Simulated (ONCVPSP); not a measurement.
Reading a pseudo-wave (beryllium)

Columns: radius, all-electron u(r) and pseudo u(r) of the 2p shell (level -2.30 eV) of beryllium in the configuration 1s2 2s1.5 2p0.5; PBE, non-relativistic, ONCV scheme, ONCVPSP 4.0.1.

```tsv
r (bohr)	all-electron	pseudo
0.200	0.0431	0.0150
0.400	0.1248	0.0580
0.600	0.2113	0.1236
0.800	0.2903	0.2040
1.000	0.3575	0.2899
1.200	0.4131	0.3726
1.400	0.4588	0.4446
1.600	0.4934	0.5011
1.800	0.5174	0.5399
2.000	0.5316	0.5614
2.200	0.5375	0.5679
2.400	0.5363	0.5627
2.600	0.5293	0.5493
2.800	0.5178	0.5309
3.000	0.5027	0.5102
3.200	0.4850	0.4885
3.400	0.4655	0.4667
3.600	0.4448	0.4450
3.800	0.4234	0.4234
4.000	0.4018	0.4018
4.200	0.3804	0.3804
4.400	0.3593	0.3593
4.600	0.3387	0.3387
4.800	0.3187	0.3187
5.000	0.2995	0.2995
5.200	0.2811	0.2811
```

**Question.** How many radial nodes do the two functions have?

**Answer.** The all-electron 2p function has n − l − 1 = 0; the pseudo-wave has 0.

**Question.** At about which radius was the pseudo-wave matched?

**Answer.** 4.00 bohr. The columns agree to 0.0005 from 3.60 bohr on; several derivatives are matched, so the curves merge somewhat inside the radius.

**Question.** Where does each function peak?

**Answer.** Outermost all-electron maximum near 2.20 bohr, pseudo maximum near 2.20 bohr (to the table’s step).

**Question.** Is the pseudo-wave norm-conserving?

**Answer.** Yes: the ONCV scheme keeps the norm inside the radius equal to the all-electron one, which fixes the energy derivative of the logarithmic derivative at the level.
